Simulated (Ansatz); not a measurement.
The lowest singlet and triplet of CHBr (SMILES [CH]Br); geometries from B3LYP-D3(BJ)/def2-TZVP, each state relaxed from the structure named, with no frequency check.
Singlet at the triplet's geometry (charge 0, multiplicity 1):
```
atom    x (Å)    y (Å)   z (Å)
----  -------  -------  ------
C     -1.4461   0.3920  0.0000
Br     0.3135  -0.0591  0.0000
H     -2.2943  -0.2828  0.0000
```

A positive gap puts the triplet lower; no zero-point energy. R- takes a restricted singlet. The triplet is unrestricted in single-reference levels. Active spaces average the two states.

Frozen-core correlation. Filled d and f shells under p-block atoms count as core.

The values were computed with Ansatz (a program for electronic structure). 

Problem. Estimate the gap E(singlet) − E(triplet), vertical, at the triplet's geometry that R-HF/cc-pVQZ returns for this input.

Solution. 27.1 kcal/mol

Problem. Estimate the gap E(singlet) − E(triplet), vertical, at the triplet's geometry that FIC-MRCISD+Q on SA-CASSCF(2,2)/cc-pVQZ returns for this input.

Solution. 6.1 kcal/mol

Problem. Estimate the gap E(singlet) − E(triplet), vertical, at the triplet's geometry that R-MP2/cc-pVTZ returns for this input.

Solution. 9.7 kcal/mol

Doubts at one or more of the structures used: a restricted determinant that unrestricted orbitals would lower (R-HF/cc-pVQZ, R-MP2/cc-pVTZ).
